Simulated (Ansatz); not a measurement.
Stepwise reaction of `[SiH3][O][Zn][O][SiH3]` with hydrogen chloride, as a gas-phase model of exchange steps in deposition or etching. ΔE in kJ/mol.

Computed with Ansatz on PBE0-D4/def2-TZVP structures; ΔE is electronic, products minus reactants. CBS: MP2 limit from def2 TZ/QZ plus the TZ coupled-cluster correction, frozen cores. This one scheme is used for every species. DFT in def2-TZVPP. B3LYP here is the variant with VWN-RPA as its local correlation; programs differ in this. For Zn outer-core shells are correlated without core-valence functions, which leaves a few kJ/mol of doubt a bond. Scalar relativity is left out up to krypton. One conformer a species, not always the lowest.

```
step                                                reaction  PBE-D4  B3LYP-D4  ωB97M-V  CCSD(T)/CBS
   2  `[SiH3][O][Zn][Cl]` + HCl → `[Cl][Zn][Cl]` + `O[SiH3]`   -73.0     -71.4    -75.1        -71.6
```

(1) Give the row of step 1, `[SiH3][O][Zn][O][SiH3]` + HCl → `[SiH3][O][Zn][Cl]` + `O[SiH3]`. (An estimate is asked.)

(2) By hand: ΔE of the 2 steps together at CCSD(T)/CBS.

## Answers

(1) Ansatz gave: 
```
step                                                          reaction  PBE-D4  B3LYP-D4  ωB97M-V  CCSD(T)/CBS
   1  `[SiH3][O][Zn][O][SiH3]` + HCl → `[SiH3][O][Zn][Cl]` + `O[SiH3]`   -73.1     -71.7    -75.9        -72.7
```

(2) (-72.7) + (-71.6) = -144.3 kJ/mol, or -72.2 kJ/mol a step.

In ΔE the steps differ by no more than 1.1 kJ/mol. All are downhill at CCSD(T)/CBS. PBE-D4 differs from CCSD(T)/CBS by -1.4 to -0.4 kJ/mol a step. Isolated molecules leave out the surface, adducts and barriers. Largest T1 diagnostic: 0.015.
